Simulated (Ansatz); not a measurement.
Reaction (formal exchange of groups at the Si–C bond): `COC([SiH3])=S` + `CC=S` → `[SiH3]CC=S` + `COC=S`

Gas-phase electronic energies from Ansatz, PBE0-D4/def2-TZVP geometries. CBS: MP2 limit from def2 TZ/QZ plus the TZ coupled-cluster correction, frozen cores. DFT in def2-TZVPP. B3LYP here is the variant with VWN-RPA as its local correlation; programs differ in this. HSE06 is defined as in plane-wave codes. Each species was taken in one conformer, which may not be the lowest.

Q: Is it downhill or uphill in electronic energy at CCSD(T)/CBS, and by how much? (Best estimate.)

A: Ansatz gave: Downhill: ΔE = -14.4 kJ/mol.

Q: What do these levels give: r2SCAN-D4, CAM-B3LYP-D4, ωB97X-V, PBE-QIDH, r2SCAN, B3LYP, HSE06, CAM-B3LYP, CCSD/def2-TZVPP, HF/def2-QZVPP, SCS-MP2/def2-QZVPP, CCSD/CBS(def2)? (Estimate.)

A: Computed: r2SCAN-D4 -16.4, CAM-B3LYP-D4 -17.3, ωB97X-V -17.0, PBE-QIDH -18.5, r2SCAN -16.7, B3LYP -18.4, HSE06 -18.0, CAM-B3LYP -18.9, CCSD/def2-TZVPP -18.6, HF/def2-QZVPP -25.2, SCS-MP2/def2-QZVPP -16.9, CCSD/CBS(def2) -16.7 kJ/mol.

Largest T1 diagnostic among the species: 0.017.

Leaving LDA and LC-ωPBE aside and taking each functional with its dispersion term where it has one, the values, not all of them listed here, spread over 5.4 kJ/mol, from PBE-QIDH to BLYP-D4. From BLYP to BHLYP (50 % exact exchange), in def2-TZVPP and without D4, ΔE moves by −4.1 kJ/mol. In def2-TZVPP, CCSD(T) changes the Hartree–Fock value by +9.0 kJ/mol (the triples alone add +2.3 kJ/mol) and MP2 by +7.1 kJ/mol.
